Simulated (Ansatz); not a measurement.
BPH6O3, singlet: at the start structure of a reaction step.

in.yaml

```yaml
crystal:
  periodic: [false, false, false]
  atoms:
    - {symbol: B, position_ang: [-0.106529, 0.212228, -1.501644]}
    - {symbol: O, position_ang: [-0.359617, 0.549711, -2.803298]}
    - {symbol: O, position_ang: [0.841100, -0.715854, -1.201934]}
    - {symbol: O, position_ang: [-0.822928, 0.824035, -0.504075]}
    - {symbol: H, position_ang: [0.479385, 0.797303, 2.518445]}
    - {symbol: P, position_ang: [0.431734, -0.571192, 2.162051]}
    - {symbol: H, position_ang: [0.197810, 0.061519, -3.412963]}
    - {symbol: H, position_ang: [0.921880, -0.862866, -0.248258]}
    - {symbol: H, position_ang: [-1.454841, 1.454236, -0.856893]}
    - {symbol: H, position_ang: [-0.954916, -0.707790, 2.408290]}
    - {symbol: H, position_ang: [0.826822, -1.041330, 3.440278]}
basis:
  gaussian: {orbitals: def2-TZVPP}
hamiltonian: {xc: lda}
```

Command:

```bash
ansatz run in.yaml --threads 8 --pin off --events-out ev --progress --plain --max-ram 19148MiB
```

Output of Ansatz 0.2.0:

```
Functional definition: SPW92
  name "SPW92"
  cite "Dirac, Proc. Camb. Phil. Soc. 26, 376 (1930) doi:10.1017/S0305004100016108"
  cite "Slater, Phys. Rev. 81, 385 (1951) doi:10.1103/PhysRev.81.385"
  cite "Perdew & Wang, Phys. Rev. B 45, 13244 (1992) doi:10.1103/PhysRevB.45.13244"
  exchange = slater_x
  correlation = pw_c
1263 factors; their error is unknown
mean field evaluation 1: about -16110.9023 eV, gradient 9.4e1 eV
mean field evaluation 2: about -16073.2032 eV, gradient 1.7e2 eV
mean field evaluation 4: about -16124.7353 eV, gradient 8.0e0 eV
mean field evaluation 8: about -16124.8617 eV, gradient 1.7e-1 eV
mean field evaluation 16: about -16124.8426 eV, gradient 9.9e-5 eV
mean field -16124.84260241 eV, -592.5770358277 hartree, gradient 2.0e-5 eV, S^2 0.000000; 0 other end points of the search recorded, 0 dependent functions left out
reference -16124.84264746 eV, -592.5770374831 hartree; 25, 25 occupied and 225, 225 virtual orbitals, 1263 factors
Total energy: -16124.84264746 eV, -592.5770374831 hartree
```

The lines “mean field evaluation” count trial sets of orbitals through the whole run, from several starts and some on an approximate energy, so they need not fall steadily or lie above the final value.

The run took about 0.75 s on 8 CPU threads of an Arm Neoverse V1 (shared host).
